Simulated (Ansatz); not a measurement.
Reactions of `O[SiH]1CB1Cl`.

Program: Ansatz. Geometries: PBE0-D4/def2-TZVP. ΔE: electronic, gas phase. CCSD(T)/CBS adds triple-zeta CCSD(T) − MP2 to the extrapolated MP2 energy (def2 sets, frozen cores). This one scheme is used for every species, atoms too. Double bonds are as drawn, so ΔE can hold a change between cis and trans. Functionals use def2-TZVPP. B3LYP here is the variant with VWN-RPA as its local correlation; programs differ in this. No spin–orbit coupling; open shells (•) take unrestricted orbitals. Spin–orbit coupling would lower the free atoms: a little for B, C, Cl, O, Si. For Ge outer-core shells are correlated without core-valence functions, so the limit isn't a true one: a few kJ/mol of doubt a bond, and 10 to 20 or more in all where bonds break to atoms. Scalar relativity is left out up to krypton. One conformer a species, not always the lowest.

```
                                                                 reaction  B3LYP-D4 (kcal/mol)  ωB97X-V (kcal/mol)  r2SCAN-D4 (kcal/mol)  HF/CBS(def2) (kcal/mol)  CCSD(T)/CBS(def2) (kcal/mol)
                        `O[SiH]1CB1Cl` + GeH₄ → `ClB1C[SiH]1[GeH3]` + H₂O                 15.3                15.6                  14.8                     19.6                          13.8
                               `O[SiH]1CB1Cl` + H₂ → `ClB1C[SiH2]1` + H₂O                 16.8                16.0                  17.6                     13.4                          15.9
                                          `O[SiH]1CB1Cl` → `Cl[SiH]1BCO1`                  2.2                -0.9                   4.9                     -7.2                           2.4
`O[SiH]1CB1Cl` + `N[SiH](Cl)[GeH3]` → `ClB1C[SiH]1[GeH3]` + `N[SiH](O)Cl`                 -8.2                -8.7                  -9.2                    -10.7                          -9.3
                         `O[SiH]1CB1Cl` → B• + C• + Cl• + 4 H• + O• + Si•                787.5               792.8                 799.6                    573.0                         789.4
                                 `O[SiH]1CB1Cl` + H₂ → `O[SiH]1BC1` + HCl                 17.6                17.2                  18.9                     13.7                          16.6
           `O[SiH]1CB1Cl` + `C/C=C/CCl` → `ClB1C[SiH2]1` + `C/C(O)=C/CCl`                 32.6                31.7                  31.8                     34.6                          34.4
          `O[SiH]1CB1Cl` + `CB(N)[SiH3]` → `O[SiH]1BC1` + `CB(N)[SiH2]Cl`                 -0.7                -0.8                  -0.2                     -2.1                          -1.8
```

Largest T1 diagnostic: 0.014, for B•.
